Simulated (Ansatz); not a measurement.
Job for Ansatz (a quantum-chemistry and plane-wave program): R-B3LYP/def2-TZVPPD on GeH4 (SMILES [GeH4]) with ghost functions, monomers drawn apart or pushed together. Files ending in .json are basis or fitting sets from the Basis Set Exchange.

Ansatz 0.2 input:
```yaml
crystal:
  periodic: [false, false, false]
  atoms:
    - {symbol: Ge, position_ang: [0.01649851, 0.03843116, 3.11184956]}
    - {symbol: H, position_ang: [-0.75946374, -1.19636997, 2.63276739]}
    - {symbol: H, position_ang: [-0.00155720, 0.08054822, 4.64988230]}
    - {symbol: H, position_ang: [-0.64789692, 1.30932418, 2.56474140]}
    - {symbol: H, position_ang: [1.46954503, -0.03986501, 2.62527813]}
basis:
  gaussian:
    orbitals: def2-TZVPPD.json
    ghost_atoms:
      - {symbol: C, position_ang: [0.05906047, 0.53007955, -0.26258428]}
      - {symbol: C, position_ang: [-0.10872583, -0.65430356, -0.22625497]}
      - {symbol: H, position_ang: [0.20757844, 1.58185548, -0.29305975]}
      - {symbol: H, position_ang: [-0.25793945, -1.70579050, -0.19013351]}
hamiltonian:
  xc: {name: B3LYP}
scf: {lower_state_search: off}
```

Program output:

```
WARN ansatz: RAYON_NUM_THREADS=1 ignored (pool sized by the plan → 1); use --threads N
Functional definition: B3LYP
these checks for a lower state are left out or cut short: stability, starts, cluster_reference, orbital_swaps, neighbouring_geometries, increment
integrals: 0.13 GiB planned
1066 factors; their error is unknown
mean field: 1.17 GiB planned
mean field evaluation 1: about -56583.9230 eV, gradient 1.9e1 eV
mean field evaluation 2: about -56584.1606 eV, gradient 1.8e1 eV
mean field evaluation 4: about -56584.3481 eV, gradient 3.8e-1 eV
mean field evaluation 8: about -56584.5292 eV, gradient 9.0e-4 eV
mean field -56584.52922120 eV, -2079.4430945075 hartree, gradient 2.2e-6 eV, S^2 0.000000; 0 other end points of the search recorded, 0 dependent functions left out
reference -56584.52944472 eV, -2079.4431027220 hartree; 18, 18 occupied and 212, 212 virtual orbitals, 1066 factors
Total energy: -56584.52944472 eV, -2079.4431027220 hartree
Checks for a lower state left out: stability, starts, cluster_reference, orbital_swaps, neighbouring_geometries, increment
```

The run converged.

Cost: about 2.4 core-seconds (a rough figure).
